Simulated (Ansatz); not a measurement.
Correlation energies of CH3AsO2 (`C1O[AsH]O1`) by basis set

Z-matrix (Å, degrees):
```
C
As 1 2.291
O 1 1.420 2 52.1
O 1 1.420 2 52.1 3 -161.6
H 1 1.095 2 137.1 3 -80.8
H 1 1.102 2 112.1 3 99.2
H 2 1.557 1 90.5 3 -99.2
```

The species carries charge 0 and has multiplicity 1. Correlated methods include outer-core shells of As, which these sets cover unevenly. Scalar relativity is left out up to krypton. The structure was optimised at the PBE0-D4/def2-TZVP level. Frozen core, restricted reference, Ansatz.

```tsv
basis	HF (Eh)	MP2 corr.
def2-SVP	-2423.06588	-0.72848
def2-TZVPP	-2423.58995	-0.89704
def2-QZVPP	-2423.64474	-1.22752
```

Problem. Estimate the CCSD correlation energy and the (T) correction in each basis where they were run (hartree).

Solution. 
```
     basis  CCSD corr.       (T)
  def2-SVP    -0.74822  -0.02161
def2-TZVPP    -0.90785  -0.03717
```
